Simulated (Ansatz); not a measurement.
A made-up structure of CH$_{4}$OSn, closed shell:

```
7
angstrom
C -0.8256 -0.5082 -0.5723
O -0.2972 -1.0752 0.4726
Sn 0.7396 0.8595 0.2050
H -0.4783 -1.6402 1.2399
H -1.8118 -0.0328 -0.4952
H 0.4326 1.4237 1.7950
H 2.3176 0.1890 0.1723
```

It is relaxed with PBE-D4/def2-SVP and then PBE0-D4/def2-TZVP (Ansatz 0.2.0). Atoms count as bonded within 1.22 times the sum of their covalent radii (H–H: 0.88 Å). The end point is not checked to be a true minimum.

Q: Does its bonding change? (Judge from chemistry; the calculation decides.)

A: Computed: Yes. Formed: none; broken: O2–Sn3.

Where it ends: The first stage lowers the energy by 2.68 eV in 17 steps. It ends as CH₄OSn ([OH][CH][SnH2]):
| atom | x (Å) | y (Å) | z (Å) |
| --- | --- | --- | --- |
| C1 | -0.4052 | -0.5388 | 0.1768 |
| O2 | -1.1670 | -1.1054 | 1.1056 |
| Sn3 | 0.7746 | 1.1405 | 0.4599 |
| H4 | -1.9278 | -1.5560 | 0.7204 |
| H5 | -0.7271 | -0.7454 | -0.8501 |
| H6 | 1.5674 | 1.0406 | 1.9829 |
| H7 | 1.9619 | 0.9803 | -0.7780 |

Labels in which every atom is bracketed show which atoms are joined, not bond orders.

For scale, one of the runs: PBE0-D4/def2-TZVP relaxation, 136 basis functions, launched by `ansatz run in.yaml --threads 2 --pin off --events-out ev --progress --plain --max-ram 4352MiB`. The run took about 21 s on 2 CPU threads of an Arm Neoverse V2 (shared host).
